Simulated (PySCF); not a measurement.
An unknown shows these calculated signals:

1H NMR (300 MHz, computed): δ 5.82 (m, 1H), 3.60 (m, 3H), 3.40 (m, 1H), 3.11 (m, 1H), 0.73 (br s, 1H), 0.35 (d, 3H).

13C{1H} NMR (computed): δ 5.1 (CH3).

Fast rotation and ring inversion assumed for equivalent nuclei, isolated molecule, one computed conformer, no relativistic terms. Shieldings: GIAO PBE0/pcSseg-1; GFN2-xTB structure; PySCF.

Scale: 1H (31.72 ppm) and 13C (186.93 ppm) vs TMS (reference shieldings calculated alike).

Which of these does the molecule contain: an OH group, a CH3CH2 unit, an aldehyde, a heteroaromatic ring, a Si–H bond, a Si–CH3 group?

Results:


- An OH group: yes (δH 0.73 (br s)).
- A CH3CH2 unit: no.
- An aldehyde: no.
- A heteroaromatic ring: no.
- A Si–H bond: yes (δH 5.82 (m)).
- A Si–CH3 group: yes (δC 5.1; δH 0.35 (d)).

The data belong to SMILES C[Si@@H](O)[SiH2][SiH3], CH10OSi3; they needn't prove each group on their own.

Carbon signals by region: 1 below 50 ppm.

OH and NH positions are those of a molecule without intermolecular hydrogen bonds; in solution they move with solvent, concentration and temperature, and exchange usually removes their couplings. Shifts are as computed. Against solution values, carbons near 30 ppm lie about +3 ppm off and those near 130 ppm about +5 ppm (rms about the fit 2.1 ppm; single classes can miss by 10 ppm). Of 1328 compounds with measured shifts, 309 miss one by over three times the rms of a fit or turn the order of signals round; such compounds aren't used in these exercises. Signals without a measured value on file couldn't be tested in this way; 1H shifts scatter by 0.2 ppm about their fit, and single ones miss by 0.5 ppm. No couplings were computed; multiplicities are counted from neighbouring protons, with m where these are inequivalent, close in shift, in a saturated or five-membered ring or joined by F or P, and br s for small geminal =CH2 splittings.
